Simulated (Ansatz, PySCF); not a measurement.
Complex: N2 (SMILES N#N) (first 2 atoms) with AsH3 (SMILES [AsH3]); geometry from B3LYP-D3(BJ)/def2-TZVP.
(charge 0, multiplicity 1):
```xyz
6

N      0.2416    -0.2329    -1.0082
N      0.4601    -0.6963    -0.0452
As    -0.3685     0.0808     3.2832
H      1.1162    -0.2562     3.3540
H     -0.7518    -1.3874     3.1392
H     -0.5133     0.0315     4.8011
```

Basis-set superposition error: the interaction energy with monomers in their own basis, and in the dimer's basis (counterpoise).

Programs: Ansatz (an electronic-structure program); PySCF for 6-31G* rows, M06-2X. 

| level | uncorrected (kcal/mol) | counterpoise (kcal/mol) | difference |
|---|---|---|---|
| r2SCAN/def2-TZVPPD | -0.30 | -0.24 | 0.06 |
| B97M-V/def2-TZVPPD | -0.66 | -0.60 | 0.06 |
| B3LYP/6-31G* | -0.31 | 0.25 | 0.55 |
| BHLYP/def2-TZVPPD | 0.05 | 0.10 | 0.05 |
| M06-2X/def2-TZVPPD | -0.45 | -0.39 | 0.06 |
| CAM-B3LYP/def2-TZVPPD | -0.07 | -0.01 | 0.06 |
| MP2/6-31G* | -0.93 | -0.22 | 0.71 |
| MP2/aug-cc-pVDZ | -1.09 | -0.55 | 0.54 |
| CCSD/aug-cc-pVDZ | -0.76 | -0.24 | 0.51 |
| CCSD(T)/aug-cc-pVTZ | -0.73 | -0.51 | 0.22 |

The error is largest for MP2/6-31G* (0.71 kcal/mol) and smallest for BHLYP/def2-TZVPPD (0.05 kcal/mol).
